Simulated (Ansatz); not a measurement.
Relaxation of Cl$_{2}$H$_{7}$HfN$_{3}$ (13 atoms, charge 0, multiplicity 1), to a largest force component of 0.03 eV/Å in at most 50 steps.

Level of theory: Ansatz 0.2.0, RKS PBE/def2-SVP.

```xyz
13
Properties=species:S:1:pos:R:3:forces:R:3
Hf -0.152 0.030 0.027 0.20 0.05 1.21
N -0.024 0.095 2.188 0.06 -0.34 -1.32
H -0.824 -0.013 2.824 0.00 -0.01 0.01
H 0.762 0.486 2.719 0.00 0.00 0.00
N 1.768 0.031 -0.637 -0.07 -0.03 0.06
H 2.356 -0.807 -0.523 -0.01 0.03 -0.01
H 2.291 0.747 -1.150 0.00 -0.01 -0.02
N -0.895 1.802 -0.618 -0.01 0.01 0.06
H -1.340 1.954 -1.532 0.00 0.00 -0.01
H -0.992 2.661 -0.064 0.01 0.01 -0.01
Cl -1.534 -1.712 -0.860 -0.01 -0.02 -0.01
Cl 1.658 -2.896 1.441 -0.33 0.47 0.31
H 0.970 -1.916 2.062 0.18 -0.15 -0.28
```

Question: Where does it end, and by what steps?

Answer: It converged. After 27 steps the energy has fallen by 1.697 eV; Cl12 moved furthest, 1.80 Å. Parted: Cl12–H13 (1.35 → 2.91 Å). Joined: Hf1–Cl12 (3.72 → 2.44 Å), N2–H13 (2.25 → 1.03 Å).

| step | energy less start (eV) | largest force component (eV/Å) | accepted |
| --- | --- | --- | --- |
| 0 | 0.0000 | 1.325 | yes |
| 1 | -0.1327 | 0.879 | yes |
| 2 | -0.1809 | 0.736 | yes |
| 3 | -0.2006 | 0.327 | yes |
| 4 | -0.2153 | 0.275 | yes |
| 5 | -0.2529 | 0.355 | yes |
| 6 | -0.3093 | 0.445 | yes |
| 7 | -0.4224 | 0.795 | yes |
| 8 | -0.6247 | 1.251 | yes |
| 9 | -0.9062 | 1.493 | yes |
| 10 | -1.2340 | 1.229 | yes |
| 11 | -1.3657 | 0.720 | yes |
| 12 | -1.4241 | 0.683 | yes |
| 13 | -1.3832 | 1.305 | no |
| 14 | -1.5003 | 0.327 | yes |
| 15 | -1.5263 | 0.285 | yes |
| 16 | -1.5429 | 0.347 | yes |
| 17 | -1.5484 | 0.910 | yes |
| 18 | -1.5813 | 0.428 | yes |
| 19 | -1.6157 | 0.389 | yes |
| 20 | -1.6433 | 0.182 | yes |
| 21 | -1.6667 | 0.216 | yes |
| 22 | -1.6816 | 0.241 | yes |
| 23 | -1.6899 | 0.271 | yes |
| 24 | -1.6941 | 0.223 | yes |
| 25 | -1.6959 | 0.078 | yes |
| 26 | -1.6970 | 0.049 | yes |
| 27 | -1.6972 | 0.020 | yes |

```xyz
13
Properties=species:S:1:pos:R:3
Hf 0.048 -0.598 -0.141
N 0.445 0.172 2.144
H -0.386 0.151 2.753
H 0.844 1.119 2.205
N 1.976 -0.126 -0.606
H 2.681 -0.845 -0.816
H 2.343 0.781 -0.913
N -1.066 1.125 -0.057
H -1.619 1.393 -0.882
H -1.334 1.748 0.711
Cl -0.907 -1.317 -2.225
Cl -0.105 -2.673 1.128
H 1.124 -0.470 2.577
```

Whether the end is a true minimum wasn't checked by a vibrational analysis.

The run took 70 s on 4 threads of Arm Neoverse V2 (shared host), peak memory 0.23 GiB.
